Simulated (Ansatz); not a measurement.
Cost and result for the atomization energy of `CBC(N)[SiH3]` (15 atoms, 14 bonds).

```xyz
15

C     0.3969    1.4111   -1.4418
B     0.8218    0.7211   -0.1108
C     0.3700   -0.6956    0.2894
N    -0.3588   -1.4726   -0.6973
Si   -0.8709   -0.2674    1.6785
H     0.2858    2.4942   -1.3564
H    -0.4993    0.9792   -1.8926
H     1.2198    1.2551   -2.1567
H     1.5234    1.3000    0.6771
H     1.1801   -1.2248    0.8199
H    -0.5818   -2.4023   -0.3704
H     0.1447   -1.5523   -1.5701
H    -1.8187    0.7939    1.2491
H    -1.6445   -1.5053    1.9676
H    -0.1684    0.1658    2.9143
```

Charge 0, multiplicity 1. The geometry is a stationary point of PBE0-D4/def2-TZVP. It is one conformer, not always the lowest. Program: Ansatz. All runs use 4 threads of an Arm Neoverse V2 on a shared host. Times are those of one run each, without the atoms' runs, and a repeat can differ threefold. Electronic energies, without spin–orbit coupling; frozen cores. CCSD(T)/CBS adds CCSD(T) − MP2 in def2-TZVPP to the MP2 limit, and its time is that of the two runs behind it. T1 = 0.012. B3LYP takes the VWN-RPA correlation (the form of Gaussian; ORCA's B3LYP/G).

CCSD(T)/CBS is a level of theory with its own doubt, some kJ/mol a heavy atom from the limit and from the frozen cores, so smaller differences don't rank the functionals.

```csv
level,functions,wall time,atomization (kcal/mol),difference from CCSD(T)/CBS,per bond
LDA (SPW92)/def2-TZVPP,306,1.6 s,1435.6,166.1,11.9
revPBE-D4/def2-TZVPP,306,2.5 s,1263.2,-6.3,-0.5
PBE-D4/def2-TZVPP (with forces),306,3.1 s,1288.2,18.7,1.3
PBE0-D4/def2-TZVPP,306,3.6 s,1274.8,5.3,0.4
CAM-B3LYP-D4/def2-TZVPP,306,4.1 s,1281.6,12.1,0.9
B3LYP-D4/def2-TZVPP (with forces),306,6 s,1277.2,7.7,0.6
B2PLYP/def2-TZVPP,306,6.5 s,1259.6,-9.9,-0.7
PBE-QIDH/def2-TZVPP,306,7 s,1264.4,-5.1,-0.4
CCSD(T)/def2-SVP,124,8.5 s,1205.3,-64.2,-4.6
B97M-V/def2-TZVPP,306,11 s,1276.4,6.9,0.5
MP2/def2-QZVPP,598,29 s,1264.3,-5.2,-0.4
CCSD(T)/def2-TZVPP,306,16 min,1239.4,-30.1,-2.2
CCSD(T)/CBS(def2),–,16 min,1269.5,0.0,0.0
```

From PBE to PBE0 (25 % exact exchange), in def2-TZVPP and without D4, the atomization energy moves by −12.2 kcal/mol: exact exchange takes away binding that semilocal exchange gives to molecules. At CCSD(T), def2-SVP lies −64.2 kcal/mol from the extrapolated value and def2-TZVPP −30.1 kcal/mol: correlation converges slowly with the basis, and small sets miss more of it in the bonded molecule than in its fragments. In def2-TZVPP, CCSD(T) changes the Hartree–Fock value by +290.1 kcal/mol (the triples alone add +14.4 kcal/mol) and MP2 by +297.3 kcal/mol; breaking electron pairs costs correlation energy, which Hartree–Fock lacks.
